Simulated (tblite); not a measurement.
A geometry optimisation, step by step.

Compound: C4H13FN2Si2.
Atom-mapped SMILES: `[CH2:1]=[C:2]([CH2:3][F:4])[SiH2:5][N:6]([CH3:7])[SiH2:8][NH2:9]` (hydrogens: H10, H11 on C1; H12, H13 on C3; H14, H15 on Si5; H16, H17, H18 on C7; H19, H20 on Si8; H21, H22 on N9)

Computed with GFN2-xTB (tblite), gas phase: L-BFGS steps from a force-field or distance-geometry start until the largest atomic force falls under 0.01 eV/Å. 4 of its 182 geometries are shown.

Step 0: E = -794.9780 eV, largest atomic force 2.462 eV/Å
```
atom  x, y, z in Å  |  force x, y, z in eV/Å
C1     -1.657    1.907    1.148    0.553  -0.245  -0.525
C2     -1.731    0.818    0.388   -0.347   0.091   0.864
C3     -2.933   -0.071    0.375   -1.353   1.574   1.269
F4     -2.672   -1.344    0.768    0.166  -0.345  -0.504
Si5    -0.323    0.270   -0.676    0.780   0.217  -0.580
N6      0.777   -0.851    0.097    1.088   1.810  -1.266
C7      0.522   -2.230   -0.140    0.502  -1.641   1.170
Si8     2.454   -0.329   -0.289   -0.525   0.770   1.079
N9      2.547    1.458   -0.091    1.721  -0.531  -1.480
H10    -0.744    2.497    1.115   -0.338  -0.070   0.065
H11    -2.441    2.262    1.782   -0.270   0.018   0.172
H12    -3.717    0.301    1.108    0.622  -0.218  -0.380
H13    -3.419    0.016   -0.598    0.149  -0.718  -0.326
H14     0.447    1.489   -0.997   -0.554  -0.164  -0.045
H15    -0.848   -0.253   -1.964    0.020  -0.059   0.191
H16     1.435   -2.718   -0.528   -0.484  -0.002  -0.146
H17    -0.323   -2.428   -0.811    0.266  -0.004   0.347
H18     0.363   -2.720    0.869   -0.275   0.264  -0.963
H19     3.426   -1.017    0.589   -0.402   0.173  -0.048
H20     2.841   -0.606   -1.656    0.006  -0.293  -0.467
H21     3.542    1.684    0.173   -1.438  -0.129  -0.163
H22     2.443    1.883   -1.062    0.112  -0.497   1.735
```

Step 60: E = -795.9811 eV, largest atomic force 0.054 eV/Å
```
atom  x, y, z in Å  |  force x, y, z in eV/Å
C1     -1.526    1.775    1.176    0.006  -0.022   0.015
C2     -1.685    0.760    0.340    0.018   0.028  -0.026
C3     -2.906   -0.106    0.432    0.022   0.006   0.009
F4     -2.572   -1.444    0.464   -0.011  -0.001  -0.025
Si5    -0.424    0.358   -1.027    0.030  -0.002   0.003
N6      0.848   -0.677   -0.487    0.005  -0.012  -0.050
C7      0.472   -2.037   -0.138    0.010  -0.008  -0.006
Si8     2.542   -0.347   -0.276   -0.007  -0.007   0.024
N9      2.766    1.342   -0.046    0.005   0.023   0.002
H10    -0.668    2.424    1.108   -0.016  -0.014   0.006
H11    -2.235    2.004    1.959   -0.004   0.005   0.000
H12    -3.492    0.086    1.337   -0.008   0.022   0.018
H13    -3.536    0.024   -0.457   -0.006   0.018   0.011
H14     0.169    1.618   -1.486   -0.026  -0.034   0.010
H15    -1.150   -0.313   -2.118    0.025   0.010   0.017
H16     1.250   -2.736   -0.441    0.044  -0.007   0.003
H17    -0.453   -2.327   -0.629   -0.015   0.016  -0.003
H18     0.328   -2.130    0.940   -0.014  -0.034   0.039
H19     3.052   -0.948    0.961   -0.049  -0.006  -0.010
H20     3.223   -0.942   -1.443    0.022   0.000  -0.012
H21     3.715    1.655    0.079   -0.035   0.014  -0.013
H22     2.272    1.979   -0.648    0.003   0.003  -0.013
```

Step 121: E = -796.0257 eV, largest atomic force 0.048 eV/Å
```
atom  x, y, z in Å  |  force x, y, z in eV/Å
C1     -1.174    1.559    1.242   -0.006   0.009  -0.009
C2     -1.596    0.696    0.328    0.012   0.021  -0.012
C3     -2.963    0.093    0.445    0.031  -0.033   0.017
F4     -3.022   -1.156   -0.133    0.015   0.010   0.001
Si5    -0.485    0.199   -1.133    0.016  -0.014  -0.003
N6      0.857   -0.757   -0.593    0.010   0.002   0.008
C7      0.578   -2.143   -0.259    0.003   0.020  -0.026
Si8     2.410   -0.212   -0.039   -0.013   0.016   0.023
N9      2.481    1.503   -0.176   -0.003   0.011  -0.024
H10    -0.204    2.017    1.158    0.004  -0.005   0.026
H11    -1.774    1.846    2.095    0.015  -0.004   0.002
H12    -3.265   -0.035    1.490   -0.042   0.003   0.008
H13    -3.705    0.707   -0.081    0.000   0.004  -0.018
H14     0.016    1.431   -1.752    0.010  -0.043   0.013
H15    -1.217   -0.612   -2.106   -0.017   0.006   0.007
H16     1.454   -2.759   -0.463    0.011  -0.001   0.011
H17    -0.254   -2.519   -0.850   -0.018   0.010  -0.016
H18     0.321   -2.258    0.798    0.016   0.019  -0.003
H19     2.615   -0.470    1.392   -0.020   0.000  -0.006
H20     3.405   -0.961   -0.830   -0.010  -0.016  -0.010
H21     3.348    1.932    0.101   -0.010  -0.003   0.005
H22     2.163    1.917   -1.036   -0.004  -0.010   0.005
```

Step 181: E = -796.0431 eV, largest atomic force 0.009 eV/Å
```
atom  x, y, z in Å  |  force x, y, z in eV/Å
C1     -1.057    1.414    1.356   -0.001  -0.004  -0.001
C2     -1.561    0.676    0.378   -0.002  -0.003  -0.005
C3     -2.987    0.219    0.430    0.004  -0.004   0.000
F4     -3.095   -1.111    0.081   -0.002   0.009   0.000
Si5    -0.516    0.149   -1.120   -0.005  -0.001   0.000
N6      0.871   -0.773   -0.641    0.001   0.005  -0.004
C7      0.663   -2.185   -0.382    0.001   0.003   0.000
Si8     2.323   -0.136    0.065    0.006   0.002  -0.004
N9      2.401    1.543   -0.308    0.000   0.003   0.001
H10    -0.037    1.759    1.318   -0.002  -0.002  -0.003
H11    -1.634    1.707    2.223    0.003   0.002   0.004
H12    -3.424    0.315    1.431   -0.003  -0.001   0.003
H13    -3.597    0.772   -0.295    0.002   0.003  -0.005
H14    -0.060    1.354   -1.818   -0.004   0.000   0.003
H15    -1.299   -0.704   -2.015    0.003   0.000   0.005
H16     1.588   -2.736   -0.552    0.001  -0.001   0.001
H17    -0.106   -2.583   -1.041    0.003  -0.002  -0.001
H18     0.350   -2.363    0.651   -0.002  -0.001   0.006
H19     2.330   -0.186    1.533    0.001  -0.007  -0.006
H20     3.409   -0.972   -0.479   -0.003   0.002   0.005
H21     3.204    2.040    0.042   -0.003   0.001  -0.002
H22     2.223    1.820   -1.259    0.000  -0.005   0.005
```

Q: Summarise the path.

A: The energy falls by 24.56 kcal/mol from step 0 to step 181; nine tenths of that is first reached at step 33. It falls at every step. The largest force goes from 2.462 to 0.009 eV/Å. Among the bonds Si8–N9 changes most, from 1.800 to 1.722 Å; the atoms move by 0.751 Å rms after alignment.

Q: Follow the three bonds and two angles with the largest change from start to end.

A: 
```tsv
step	E above end (kcal/mol)	largest force (eV/Å)	Si8–N9 (Å)	N6–Si8 (Å)	N9–H22 (Å)	Si5–N6–Si8 (°)	Si8–N9–H22 (°)
0	24.56	2.462	1.800	1.798	1.065	107.8	106.9
8	8.16	0.576	1.739	1.745	1.014	117.5	114.6
16	4.50	0.559	1.718	1.739	1.005	125.0	120.2
24	3.16	0.232	1.720	1.742	1.005	127.7	121.2
31	2.52	0.123	1.722	1.741	1.007	128.3	116.0
39	2.01	0.148	1.721	1.741	1.007	129.5	118.0
47	1.66	0.074	1.722	1.738	1.007	129.7	118.4
55	1.50	0.065	1.721	1.738	1.006	129.9	118.9
63	1.37	0.067	1.719	1.740	1.005	129.9	118.1
71	1.24	0.046	1.720	1.739	1.006	129.2	118.1
79	1.08	0.084	1.720	1.738	1.007	128.4	117.9
87	0.79	0.080	1.720	1.738	1.006	128.8	117.4
94	0.65	0.045	1.719	1.737	1.006	128.7	118.1
102	0.59	0.049	1.720	1.738	1.006	128.8	117.8
110	0.51	0.040	1.720	1.735	1.007	129.1	117.8
118	0.43	0.059	1.721	1.736	1.007	128.7	117.7
126	0.34	0.062	1.722	1.737	1.007	127.7	117.7
134	0.27	0.040	1.722	1.735	1.007	127.1	117.9
142	0.21	0.038	1.723	1.735	1.007	126.3	117.3
150	0.13	0.031	1.721	1.734	1.006	125.8	117.9
157	0.07	0.036	1.722	1.734	1.007	125.7	117.3
165	0.03	0.023	1.721	1.735	1.007	126.3	117.6
173	0.01	0.017	1.722	1.735	1.007	126.2	117.5
181	0.00	0.009	1.722	1.736	1.007	125.9	117.7
```

What follows is the cost of the whole relaxation. Hardware: Arm Neoverse N1, one thread, no GPU (shared host). Cost: 3.1 s.
